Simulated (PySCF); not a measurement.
## Exercise with solution: chemical shift, span and skew from a shielding tensor

C2F3O2, SMILES [O]C(=O)C(F)(F)F (connectivity only; charge and spin as stated), charge -1, multiplicity 1. Atoms are numbered in the order given.

```xyz
7

O      1.4212    -1.2707     0.1690
C      1.0622    -0.0919     0.0059
O      1.6940     0.9655    -0.1509
C     -0.5167     0.0630    -0.0035
F     -1.0835    -0.4005     1.1446
F     -0.9593     1.3345    -0.1448
F     -1.0899    -0.6435    -1.0175
```
Charge -1, spin multiplicity 1.

Coordinates come from a B3LYP-D3(BJ)/def2-SVPD optimisation. The spin state was assumed, not searched. The isomer is the one that the SMILES or the coordinates give; other isomers of the formula were not compared.

GIAO shieldings from KT2/pcSseg-1 run with PySCF, non-relativistic, no solvent. The symmetric part of the tensor of C4 has the principal values 49.0, 51.9, 72.9 ppm. The same nucleus in TMS has σ = 185.1 ppm at this level (PySCF, at its B3LYP-D3(BJ)/def2-TZVP geometry).

Question: Work out the isotropic shielding, the ¹³C shift against TMS, the span and the skew.

Answer: 
σ(iso) = (σ11 + σ22 + σ33)/3 = 57.9 ppm. δ = σ(ref) − σ(iso) = 185.1 − (57.9) = 127.2 ppm.
Span Ω = σ33 − σ11 = 23.9 ppm. Skew κ = 3(σ(iso) − σ22)/Ω = 0.76. Tumbling in solution averages the tensor to δ; in a static solid the shielding alone would spread this spin-1/2 line over Ω.
